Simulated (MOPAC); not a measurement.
MOPAC input (PM6):

```
PM6 1SCF UHF MS=0.5 GEO-OK AUX(PRECISION=9) THREADS=1
C2BCl2

C     2.78185800 1    0.08678800 1    0.26334700 1
C     1.56295400 1   -0.16598800 1    0.15949700 1
B     0.07365200 1   -0.02736800 1    0.00856600 1
Cl   -0.68182200 1    1.53478100 1   -0.14815700 1
Cl   -0.87330400 1   -1.49877900 1   -0.00360200 1
```

Output:

```
 *******************************************************************************
 **                                                                           **
 **                              MOPAC v23.2.5                                **
 **                                                                           **
 *******************************************************************************
 ** MOPAC's Digital Object Identifier: https://doi.org/10.5281/zenodo.6511958 **
 **                                                                           **
 ** Please cite the open-source release paper for use of this MOPAC version:  **
 ** J. E. Moussa and J. J. P. Stewart (2026)                                  **
 ** MOPAC: An open-source semiempirical molecular orbital program             **
 ** J. Open Source Softw., 11(119), 8025, https://doi.org/10.21105/joss.08025 **
 *******************************************************************************

                              PM6 CALCULATION RESULTS

 *******************************************************************************
 *  PM6        - The PM6 Hamiltonian to be used
 *  GEO-OK     - OVERRIDE INTERATOMIC DISTANCE AND OTHER SAFETY CHECKS
 *  UHF        - UNRESTRICTED HARTREE-FOCK CALCULATION
 *  MS=        - IN MECI, MAGNETIC COMPONENT OF SPIN =  0.5
 *  1SCF       - DO 1 SCF AND THEN STOP
 *  AUX        - OUTPUT AUXILIARY INFORMATION
 *******************************************************************************
PM6 1SCF UHF MS=0.5 GEO-OK AUX(PRECISION=9) THREADS=1
 C2BCl2

   ATOM   CHEMICAL          X               Y               Z
  NUMBER   SYMBOL      (ANGSTROMS)     (ANGSTROMS)     (ANGSTROMS)

     1       C          2.78185800  *   0.08678800  *   0.26334700  *
     2       C          1.56295400  *  -0.16598800  *   0.15949700  *
     3       B          0.07365200  *  -0.02736800  *   0.00856600  *
     4      Cl         -0.68182200  *   1.53478100  *  -0.14815700  *
     5      Cl         -0.87330400  *  -1.49877900  *  -0.00360200  *

          CARTESIAN COORDINATES

    NO.       ATOM           X           Y           Z

     1         C          2.7819      0.0868      0.2633
     2         C          1.5630     -0.1660      0.1595
     3         B          0.0737     -0.0274      0.0086
     4        Cl         -0.6818      1.5348     -0.1482
     5        Cl         -0.8733     -1.4988     -0.0036

 General Reference for PM6:
 "Optimization of Parameters for Semiempirical Methods V: Modification of NDDO Approximations
 and Application to 70 Elements", J. J. P. Stewart, J. Mol. Mod., 13, 1173-1213 (2007)
 URL: https://link.springer.com/article/10.1007/s00894-007-0233-4

           Empirical Formula: C2 B Cl2  =     5 atoms

      MOLECULAR POINT GROUP   :   Cs

          UHF CALCULATION, NO. OF ALPHA ELECTRONS =   13
                           NO. OF BETA  ELECTRONS =   12

 -------------------------------------------------------------------------------
 PM6 1SCF UHF MS=0.5 GEO-OK AUX(PRECISION=9) THREADS=1
 C2BCl2

     1SCF WAS SPECIFIED, SO BFGS WAS NOT USED
     SCF FIELD WAS ACHIEVED

                              PM6 CALCULATION
                                                       MOPAC v23.2.5 Linux

          FINAL HEAT OF FORMATION =         71.00534 KCAL/MOL =     297.08634 KJ/MOL

          COSMO AREA              =        127.22 SQUARE ANGSTROMS
          COSMO VOLUME            =        114.34 CUBIC ANGSTROMS

          IONIZATION POTENTIAL    =         11.205057 EV
          ALPHA SOMO LUMO (EV)    =        -11.218 -0.951
          BETA  SOMO LUMO (EV)    =        -11.205 -2.042
          NO. OF ALPHA ELECTRONS  =         13
          NO. OF BETA  ELECTRONS  =         12
          MOLECULAR WEIGHT        =        105.7380         POINT GROUP:  Cs

          MOLECULAR DIMENSIONS (Angstroms)

            Atom       Atom       Distance
           Cl     5    C     1     3.99318
           Cl     4    C     1     2.71712
           Cl     5    C     2     0.00000

          SCF CALCULATIONS        =          1

   ATOM   CHEMICAL          X               Y               Z
  NUMBER   SYMBOL      (ANGSTROMS)     (ANGSTROMS)     (ANGSTROMS)

     1       C          2.78185800  *   0.08678800  *   0.26334700  *
     2       C          1.56295400  *  -0.16598800  *   0.15949700  *
     3       B          0.07365200  *  -0.02736800  *   0.00856600  *
     4      Cl         -0.68182200  *   1.53478100  *  -0.14815700  *
     5      Cl         -0.87330400  *  -1.49877900  *  -0.00360200  *

                             CARTESIAN COORDINATES

   1    C        2.781858000     0.086788000     0.263347000
   2    C        1.562954000    -0.165988000     0.159497000
   3    B        0.073652000    -0.027368000     0.008566000
   4   Cl       -0.681822000     1.534781000    -0.148157000
   5   Cl       -0.873304000    -1.498779000    -0.003602000

           Empirical Formula: C2 B Cl2  =     5 atoms

      MOLECULAR POINT GROUP   :   Cs

          ALPHA EIGENVALUES
 -26.62846 -26.33690 -26.08422 -19.72241 -16.35491 -15.05395 -13.18602 -13.16717
 -11.61649 -11.59852 -11.54110 -11.37629 -11.21825  -0.95131  -0.66799   0.34456
   1.53741   1.96621   3.37403   5.80027  87.12276  87.17373  87.33761  88.13326
  88.13639  88.36060  88.41188  88.53863  88.90868  88.95807

           BETA EIGENVALUES
 -26.63696 -26.32128 -25.78699 -19.42867 -15.94676 -15.02906 -13.18423 -11.61923
 -11.59458 -11.40833 -11.33876 -11.20506  -2.04156  -0.62664  -0.55279   0.77611
   1.71665   2.01369   3.38895   5.87626  87.12638  87.16630  87.33714  88.12692
  88.13138  88.36251  88.41984  88.55006  88.90157  88.95701

              NET ATOMIC CHARGES AND DIPOLE CONTRIBUTIONS

  ATOM NO.   TYPE          CHARGE      No. of ELECS.   s-Pop       p-Pop       d-Pop
    1          C           0.168682        3.8313     1.31062     2.52070
    2          C          -0.355732        4.3557     1.20835     3.14739
    3          B           0.430797        2.5692     0.95306     1.61614
    4         Cl          -0.118157        7.1182     1.99152     5.12370     0.00293
    5         Cl          -0.125590        7.1256     1.99158     5.13103     0.00298
 DIPOLE           X         Y         Z       TOTAL
 POINT-CHG.     0.650     0.330     0.045     0.730
 HYBRID         0.409    -0.066     0.043     0.416
 SUM            1.058     0.264     0.088     1.095

          ATOMIC ORBITAL ELECTRON POPULATIONS

     Atom    s        px        py        pz      x^2-y^2     xz        z^2       yz        xy
    1  C   1.31062   0.78054   0.90889   0.83127
    2  C   1.20835   1.00582   1.03857   1.10299
    3  B   0.95306   0.66903   0.63809   0.30903
    4 Cl   1.99152   1.83752   1.41070   1.87548   0.00098   0.00009   0.00043   0.00037   0.00106
    5 Cl   1.99158   1.77235   1.47848   1.88020   0.00104   0.00012   0.00045   0.00032   0.00105

                    (SZ)    =    0.500000
                    (S**2)  =    0.819223

          ATOMIC ORBITAL SPIN POPULATIONS

    Atom   Total    s     px     py     pz   x^2-y^2  xz     z^2    yz     xy
         Atomic
    1  C  1.2475  0.323  0.558  0.179  0.187
    2  C -0.2935 -0.017  0.033 -0.143 -0.167
    3  B  0.0466  0.019  0.031  0.002 -0.005
    4 Cl -0.0102 -0.000 -0.000 -0.005 -0.005 -0.000 -0.000 -0.000 -0.000  0.000
    5 Cl  0.0097 -0.000  0.015 -0.000 -0.005  0.000 -0.000 -0.000 -0.000  0.000

 **********************
 *                    *
 * JOB ENDED NORMALLY *
 *                    *
 **********************

 == MOPAC DONE ==
```

The geometry given is a B3LYP-D3(BJ)/def2-TZVP minimum.
